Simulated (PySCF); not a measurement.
Tc(2+) (technetium, charge +2) across methods

[Kr] 4d4 5s1, high-spin 6D determinant (an excited configuration). Computed with PySCF 2.14 in x2c-QZVPPall (13s8p7d4f2g, 118 functions), with the spin-free X2C one-electron Hamiltonian (Gaussian nucleus).

```
method  E (hartree)  mean ε 4p β (eV)  mean ε 4d α (eV)  mean ε 5s α (eV)  Σ⟨r²⟩ (bohr²)   ⟨S²⟩
   LDA     -4279.39           -63.815           -26.999           -21.100          35.12  8.750
   UHF  -4282.16422           -72.139           -33.615           -23.290          35.39  8.753
   PBE     -4283.91           -63.505           -26.974           -20.785          35.14  8.751
  PBE0     -4283.99           -66.035           -28.839           -21.525          35.09  8.751
r2SCAN     -4284.31           -64.334           -27.509           -21.000          35.04  8.751
```
